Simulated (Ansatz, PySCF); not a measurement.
Gas-phase reaction (SMILES): CO[SiH](OC)OC [trimethoxysilane] + N (NH3) → CO[Si](N)(OC)OC + [H][H] (H2); ammonia cleaves one Si-H bond, a model of a ligand-exchange step.

Structures are relaxed separately at B3LYP-D3(BJ)/def2-TZVP in Ansatz (a quantum-chemistry and plane-wave program), one conformer each, not searched for the lowest. Correlated levels leave the core frozen unless marked. No spin-orbit coupling. Non-relativistic. CBS(X,Y): correlation extrapolated as X^-3; Hartree-Fock from the larger set. [CCSD(T)-MP2]/basis is that difference in the basis named. Thermal terms are rigid-rotor harmonic-oscillator values from B3LYP-D3(BJ) frequencies (Ansatz or PySCF) at 298.15 K and 1 atm. 1 Eh = 627.5095 kcal/mol.

| species | E, RI-MP2/CBS(cc-pV(T+d)Z,cc-pV(Q+d)Z)+[CCSD(T)-MP2]/cc-pV(T+d)Z (Ansatz) (Eh) | E, PBE-D3(BJ)/def2-TZVPD (Ansatz + dftd3) (Eh) | H - E (Eh) |
|---|---|---|---|
| CO[SiH](OC)OC | -634.87796 | -635.21451 | 0.14858 |
| N (NH3) | -56.50668 | -56.51114 | 0.03799 |
| CO[Si](N)(OC)OC | -690.23005 | -690.57692 | 0.16809 |
| [H][H] (H2) | -1.17529 | -1.16598 | 0.01336 |

Task: Work out ΔE and ΔH at 298.15 K at the first level, then ΔH at the second.

Result: 
1. ΔE = [(-690.23005) + (-1.17529)] - [(-634.87796) + (-56.50668)] = -0.02070 Eh = -13.0 kcal/mol at RI-MP2/CBS(cc-pV(T+d)Z,cc-pV(Q+d)Z)+[CCSD(T)-MP2]/cc-pV(T+d)Z.
2. The terms H - E add up to -0.00512 Eh, so ΔH = (-0.02070 + (-0.00512))×627.5095 = -16.2 kcal/mol.
3. At PBE-D3(BJ)/def2-TZVPD the same steps give ΔE = -10.8 and ΔH = -14.0 kcal/mol, a shift of +2.2 from the first level.
4. These values are not checked against measurement here, since the tables used lack a sound gas-phase enthalpy of formation for at least one species.
